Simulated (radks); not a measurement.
The nuclear charge of the rhodium ion Rh2+ is varied continuously with 43 electrons held in [Kr] 4d7. All-electron calculation, Dirac Kohn-Sham, PBEsol, spin-unpolarised, spherical densities, finite nucleus; open shells fill j = l - 1/2 first; Fermi nuclear charge, rms radius 4.4945 fm. Program: a radial shooting solver on a logarithmic mesh with Libxc functionals. By the Hellmann-Feynman theorem dE/dZ = E(electron-nucleus)/Z, the electronic potential at the nucleus (averaged over a nucleus of fixed radius).

| Z | E (hartree) | E(electron-nucleus)/Z (hartree) | HOMO | e(HOMO) (eV) | <r> HOMO (bohr) |
|---|---|---|---|---|---|
| 44.5 | -4654.26322 | -252.689 | 4d5/2 | -18.568 | 1.542 |
| 44.75 | -4717.67853 | -254.633 | 4d5/2 | -21.947 | 1.494 |
| 45 | -4781.57989 | -256.578 | 4d5/2 | -25.501 | 1.452 |
| 45.25 | -4845.96737 | -258.522 | 4d5/2 | -29.220 | 1.412 |
| 45.5 | -4910.84105 | -260.467 | 4d5/2 | -33.101 | 1.376 |
| 45.75 | -4976.20111 | -262.413 | 4d5/2 | -37.136 | 1.342 |
| 46 | -5042.04776 | -264.360 | 4d5/2 | -41.323 | 1.311 |

The central difference of E at Z = 45 is -256.578 hartree, to compare with the third column; the second derivative is -7.78 hartree.
